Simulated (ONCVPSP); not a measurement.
Pseudopotential generation for Be: ONCV, LDA (Perdew-Wang 92), fully relativistic.

| Quantity | Value |
| --- | --- |
| Element | Be (Z = 4) |
| Generator | ONCVPSP 4.0.1 |
| Type | optimised norm-conserving Vanderbilt (ONCV) |
| Functional | LDA (Perdew-Wang 92) |
| Relativity | fully relativistic |
| Frozen core | [He] |
| Valence charge | 2 |
| Reference configuration | 2s2 |
| Partial waves | 2s: rc 1.75 bohr, ncon 5, nbas 9, qcut 2.9 1/bohr, local; p scattering state at 0.46 Ha: rc 1.90 bohr, ncon 3, nbas 6, qcut 4.4 1/bohr, 2 projectors, debl 1.7 Ha; d scattering state at 0.09 Ha: rc 1.75 bohr, ncon 4, nbas 7, qcut 4.9 1/bohr, 1 projector |
| Local potential | the s channel |
| Core correction | Teter function, fcfact 2.75, rcfact 1.05 |

Open shells are filled in proportion to 2j + 1.

In the p channel the program set the typed energies aside and used 0.050, 1.750 Ha (j = l + 1/2; the other j can differ).

- Cutoffs needed: 7.7 Ha and 55 Ha (the cutoffs (Ha) at which the residual kinetic energy of the hardest occupied pseudo-wave falls to 1 and 0.1 mHa per electron)
- Ghost test: no bound ghost flagged; no localised positive-energy state flagged
- Largest excitation error: +16 meV (all-electron minus pseudo) for 2s1, out of 4 test configurations
- rms error of d²Exc/dni dnj: 2.69 mHa without and 1.98 mHa with the model core
